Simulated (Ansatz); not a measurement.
CH$_{6}$N$_{2}$Si (`N/C=N/[SiH3]`), relaxed with RKS PBE0-D4/def2-TZVP in the Gaussian-basis code of Ansatz from a PBE-D4/def2-SVP geometry. The force threshold is 0.005 eV/Å; the program also tests the step.

Charge 0, multiplicity 1.

Start:

```xyz
10

N    -0.883    1.421   -1.355
C    -0.113    0.724   -0.475
N    -0.428   -0.439   -0.028
Si    0.527   -1.361    1.097
H    -0.602    2.338   -1.694
H    -1.755    1.007   -1.687
H     0.817    1.288   -0.195
H     1.810   -0.653    1.498
H     0.895   -2.690    0.493
H    -0.268   -1.635    2.346
```

Q: By how much does the energy fall, and how many steps does the optimiser take? (An estimate is asked.)

A: Computed: 0.05 eV, in 6 steps.

Q: Which bonds change most? (Estimate.)

A: Computed: N3–Si4 from 1.740 to 1.715 Å; C2–H7 from 1.123 to 1.102 Å; Si4–H8 from 1.519 to 1.499 Å; Si4–H10 from 1.506 to 1.487 Å.

Q: Give the relaxed structure. (Estimate.)

A: Computed: 
```xyz
10

N    -0.871    1.404   -1.338
C    -0.109    0.709   -0.467
N    -0.427   -0.436   -0.024
Si    0.518   -1.343    1.083
H    -0.590    2.305   -1.673
H    -1.733    1.001   -1.661
H     0.810    1.250   -0.190
H     1.776   -0.627    1.471
H     0.892   -2.650    0.481
H    -0.265   -1.614    2.318
```
